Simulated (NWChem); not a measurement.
**Correlation energy of HIn**

```
In
H 1 1.8630
```
Charge 0, spin multiplicity 1.

All runs are NWChem calculations. All single points use one geometry, from PBE0/def2-SVP with def2 effective core potentials on In, a minimum by its harmonic frequencies.

Basis set: def2-QZVP. Each correlation energy counts from its own Hartree-Fock reference.

```json
[
 {"method": "MP2", "correlation energy (mHa)": "-461.8", "difference from CCSD(T)": "-10.9"},
 {"method": "SCS-MP2", "correlation energy (mHa)": "-414.7", "difference from CCSD(T)": "+36.2"},
 {"method": "CR-CCSD[T]", "correlation energy (mHa)": "-449.2", "difference from CCSD(T)": "+1.8"},
 {"method": "CR-CCSD(T)", "correlation energy (mHa)": "-448.8", "difference from CCSD(T)": "+2.2"},
 {"method": "CCSD", "correlation energy (mHa)": "-439.8", "difference from CCSD(T)": "+11.2"},
 {"method": "CCSD+T(CCSD)", "correlation energy (mHa)": "-451.4", "difference from CCSD(T)": "-0.5"},
 {"method": "CCSD(T)", "correlation energy (mHa)": "-450.9", "difference from CCSD(T)": "0.0"}
]
```

The values span 47.1 mHa, from MP2 (lowest) to SCS-MP2 (highest). 

Effective core potentials replace the inner electrons of In; spin-orbit coupling is left out. The correlated methods keep 4 core orbitals frozen. The structure started from a generated list of species. No row is a measurement; the coupled-cluster row has its own basis-set and correlation limits.
